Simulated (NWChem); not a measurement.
## Atomisation of digermane (H6Ge2)

```xyz
8

Ge     1.2103     0.0511     0.0000
Ge    -1.2103    -0.0511     0.0000
H      1.7152     0.7951     1.2506
H      1.7152     0.7951    -1.2506
H      1.8066    -1.3691     0.0000
H     -1.7152    -0.7951     1.2506
H     -1.7152    -0.7951    -1.2506
H     -1.8066     1.3691     0.0000
```
Charge 0, spin multiplicity 1.

All runs are NWChem calculations. Structure: optimised with PBE0/def2-SVP, a minimum by its harmonic frequencies.

Basis set: def2-TZVP. The atomisation energy is electronic alone: no zero-point, thermal, spin-orbit or counterpoise terms. No value is extrapolated to the basis-set limit. Free atoms are single determinants with multiplicities Ge 3, H 2. Correlated methods freeze the same cores in atoms and molecule, 18 orbitals in all.

| method | atomisation energy (kcal/mol) | relative cost |
|---|---|---|
| B3LYP | 478.4 | under 3 |
| BP86 | 489.2 | under 3 |
| TPSS | 496.8 | under 3 |
| BHandHLYP | 476.6 | under 3 |
| HF | 362.4 | 1 |
| PBE | 472.6 | under 3 |
| MP2 | 458.3 | 3 |
| PBE0 | 474.4 | under 3 |

The values span 134.4 kcal/mol, from HF (lowest) to TPSS (highest). Relative cost: rough, from shared machines, SCF included, HF = 1. Costs are the molecule's.

The Hamiltonian is non-relativistic. B3LYP has NWChem's definition, with VWN1-RPA local correlation. The stability of the SCF solutions was not checked. Open-shell Hartree-Fock references start from PBE0 orbitals; any time given for them includes that run.
